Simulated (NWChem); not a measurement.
Species: MgCl2; SMILES [Mg]([Cl])[Cl]

```xyz
3

Mg     0.0000     0.0000     0.0419
Cl     2.1930     0.0000     0.0421
Cl    -2.1930     0.0000     0.0421
```
Atoms are numbered in this order, from 1.

Structure relaxed at the PBE0/def2-SVP level. B3LYP is NWChem's, with the RPA form of VWN correlation.

Task: Give the principal values of the shielding tensors (ppm) of Mg1, Cl2 from B3LYP/pcSseg-0, GIAO (NWChem), with their diamagnetic and paramagnetic parts as GIAO splits them.

Result: 
```csv
atom,σ11,σ22,σ33,isotropic,diamagnetic,paramagnetic
Mg1,396.2,396.2,714.5,502.3,709.0,-206.6
Cl2,1094.4,1094.4,1152.0,1113.6,1147.1,-33.4
```
